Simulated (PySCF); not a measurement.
PySCF input for CH5N3OSi, SMILES N#CO[SiH](N)N, SMD-PBE0/def2-SVP. Geometry: PBE0-D3(BJ)/def2-SVP. The structure was generated by enumeration, and PubChem lists no compound with its InChIKey, so it may never have been made. The values are those of a single conformer.

```python
import numpy as np
from pyscf import gto, scf, dft
from pyscf.solvent import smd

mol = gto.M(
    atom='''
    N     2.53679177    0.65543235    1.44297189
    C     1.78320054    0.24895079    0.65612073
    O     0.97593387   -0.19461051   -0.22527836
    Si   -0.74633156   -0.29834760   -0.01569309
    N    -1.57204367    1.18328080    0.02007353
    N    -1.13539364   -1.15221359   -1.43277639
    H    -0.89364203   -0.90854141    1.32996525
    H    -1.74066486    1.67624709    0.88862575
    H    -1.63080426    1.78829881   -0.79079652
    H    -2.09492377   -1.28487591   -1.72479898
    H    -0.50347891   -1.83657951   -1.82967314
    ''',
    basis='def2-SVP',
    charge=0,
    spin=0,
    max_memory=1600,
    verbose=3,
)
mf = dft.RKS(mol, xc='pbe0').density_fit(auxbasis='def2-universal-jkfit')
mf.grids.level = 3
mf.conv_tol = 1e-9
mf.max_cycle = 100
mf.kernel()
res = {}
for name in ['water', 'methanol', 'acetonitrile']:
    s = mf.SMD()
    s.with_solvent.solvent, s.with_solvent.sasa_ng = name, 194
    s.kernel(mf.make_rdm1())
    res[name] = (s.e_tot, s.with_solvent.get_cds(), s.dip_moment(), s.mo_energy, s.converged)
    print(f'SMD {name}: dG(solv) = {(s.e_tot - mf.e_tot) * 627.509474:.3f} kcal/mol, of which CDS {res[name][1] * 627.509474:.3f}')
```

It prints:

```
converged SCF energy = -569.419923451092
converged SCF energy = -569.428433048839
Dipole moment(X, Y, Z, Debye): -6.34614, -1.02995, -3.41432
SMD water: dG(solv) = -5.340 kcal/mol, of which CDS 7.143
converged SCF energy = -569.431312722778
Dipole moment(X, Y, Z, Debye): -6.32107, -1.02536, -3.39891
SMD methanol: dG(solv) = -7.147 kcal/mol, of which CDS 5.005
converged SCF energy = -569.432807201975
Dipole moment(X, Y, Z, Debye): -6.32611, -1.03075, -3.42863
SMD acetonitrile: dG(solv) = -8.085 kcal/mol, of which CDS 3.853
```

The calculation finished and met its thresholds.
